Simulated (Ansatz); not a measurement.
Geometry optimisation, RKS PBE0-D4/def2-SVP in Ansatz 0.2.0.

The input (input.yaml):

```yaml
crystal:
  periodic: [false, false, false]
  atoms:
    - { symbol: Si, position_ang: [-0.172092, 0.16604, 0.149832] }
    - { symbol: Si, position_ang: [-0.076499, 0.215972, 2.407847] }
    - { symbol: H, position_ang: [-1.326213, -0.320151, 3.029653] }
    - { symbol: H, position_ang: [1.049326, -0.655445, 2.924974] }
    - { symbol: H, position_ang: [0.191293, 1.585476, 2.946928] }
    - { symbol: H, position_ang: [1.217768, 0.239728, -0.401588] }
    - { symbol: H, position_ang: [-0.890052, 1.404113, -0.276954] }
    - { symbol: O, position_ang: [-1.081467, -1.095099, -0.445966] }
    - { symbol: H, position_ang: [-0.726279, -1.954517, -0.192773] }
    - { symbol: F, position_ang: [0.943607, -2.29396, 0.892081] }
    - { symbol: H, position_ang: [1.269809, -1.961557, 1.694065] }
basis:
  gaussian: { orbitals: def2-SVP }
hamiltonian:
  xc: pbe0
  dispersion: d4
relax:
  f_tol: 0.03
  max_steps: 50
```

Launched with:

```bash
$ ansatz run input.yaml --threads 2 --pin off --max-ram 3072MiB --backend cpu --events-out ev --progress --plain --runs-dir out
```

**Question.** Where does it end, and by what steps?

**Answer.** The forces met the threshold. The force dipped under the threshold on the way, but the program's further checks kept it going. After 11 steps the energy has fallen by 0.136 eV; F10 moved furthest, 0.48 Å.

```csv
step,energy less start (eV),largest force component (eV/Å),accepted
0,0.0000,1.272,yes
1,-0.0942,0.644,yes
2,-0.1107,0.491,yes
3,-0.1221,0.127,yes
4,-0.1293,0.113,yes
5,-0.1317,0.094,yes
6,-0.1338,0.088,yes
7,-0.1320,0.171,no
8,-0.1350,0.023,yes
9,-0.1358,0.037,yes
10,-0.1359,0.047,yes
11,-0.1360,0.012,yes
```

```xyz
11
Properties=species:S:1:pos:R:3
Si -0.232 0.314 0.048
Si -0.032 0.252 2.395
H -1.286 -0.226 3.053
H 1.043 -0.742 2.776
H 0.390 1.552 3.001
H 1.114 0.665 -0.509
H -1.202 1.377 -0.337
O -0.822 -1.133 -0.511
H -0.371 -1.906 -0.142
F 0.802 -2.697 1.121
H 0.995 -2.125 1.833
```

Time of the run: 27 s on 2 threads of Arm Neoverse V2, with other jobs on the host, peak memory 0.2 GiB.
